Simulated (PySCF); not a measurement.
# Correlation energy of Ge (germanium, neutral)

[Ar] 3d10 4s2 4p2, high-spin 3P determinant. All numbers are calculated (PySCF 2.14, the spin-free X2C one-electron Hamiltonian (Gaussian nucleus), in x2c-TZVPPall). Frozen: [Ne]; 22 electrons correlated.

| level | correlation energy (mhartree) |
| --- | --- |
| CCSD | -313.50 |
| (T) | -8.47 |
| CCSD(T) | -321.97 |

Diagnostics: T1 = 0.0081, D1 = 0.0292, largest double amplitude 0.083.

Question: Is a single reference adequate?

Answer: Mostly. T1 lies below 0.03, but a double amplitude of this size points to a near-degeneracy that CCSD handles and MP2 describes poorly.

This basis was not built for core-valence correlation, so the inner-shell part is incomplete.
